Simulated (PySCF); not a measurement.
## Radial density of Si⁺ (silicon, charge +1)

M06-L, [Ne] 3s2 3p1, 2P determinant. Calculation: PySCF 2.14, in x2c-SVPall (4s3p1d, 18 functions); the spin-free X2C one-electron Hamiltonian (Gaussian nucleus).

```json
{"r (bohr)": "0.00186", "4πr²ρ (e/bohr)": "0.07499", "4πr²(ρα − ρβ)": "0.0000"}
{"r (bohr)": "0.00313", "4πr²ρ (e/bohr)": "0.2089", "4πr²(ρα − ρβ)": "0.0000"}
{"r (bohr)": "0.00526", "4πr²ρ (e/bohr)": "0.5667", "4πr²(ρα − ρβ)": "0.0000"}
{"r (bohr)": "0.00885", "4πr²ρ (e/bohr)": "1.447", "4πr²(ρα − ρβ)": "0.0001"}
{"r (bohr)": "0.0149", "4πr²ρ (e/bohr)": "3.358", "4πr²(ρα − ρβ)": "0.0002"}
{"r (bohr)": "0.0250", "4πr²ρ (e/bohr)": "7.082", "4πr²(ρα − ρβ)": "0.0005"}
{"r (bohr)": "0.0421", "4πr²ρ (e/bohr)": "12.32", "4πr²(ρα − ρβ)": "0.0015"}
{"r (bohr)": "0.0709", "4πr²ρ (e/bohr)": "15.91", "4πr²(ρα − ρβ)": "0.0055"}
{"r (bohr)": "0.119", "4πr²ρ (e/bohr)": "13.02", "4πr²(ρα − ρβ)": "0.0203"}
{"r (bohr)": "0.200", "4πr²ρ (e/bohr)": "9.579", "4πr²(ρα − ρβ)": "0.0580"}
{"r (bohr)": "0.337", "4πr²ρ (e/bohr)": "13.58", "4πr²(ρα − ρβ)": "0.0851"}
{"r (bohr)": "0.567", "4πr²ρ (e/bohr)": "11.55", "4πr²(ρα − ρβ)": "0.0231"}
{"r (bohr)": "0.954", "4πr²ρ (e/bohr)": "3.132", "4πr²(ρα − ρβ)": "0.0545"}
{"r (bohr)": "1.60", "4πr²ρ (e/bohr)": "1.617", "4πr²(ρα − ρβ)": "0.4124"}
{"r (bohr)": "2.70", "4πr²ρ (e/bohr)": "0.9269", "4πr²(ρα − ρβ)": "0.3286"}
{"r (bohr)": "4.54", "4πr²ρ (e/bohr)": "0.08633", "4πr²(ρα − ρβ)": "0.0598"}
{"r (bohr)": "7.64", "4πr²ρ (e/bohr)": "0.0003104", "4πr²(ρα − ρβ)": "0.0002"}
```

Densities and radii are taken from the X2C orbitals without a picture-change correction, which distorts them close to the nucleus.
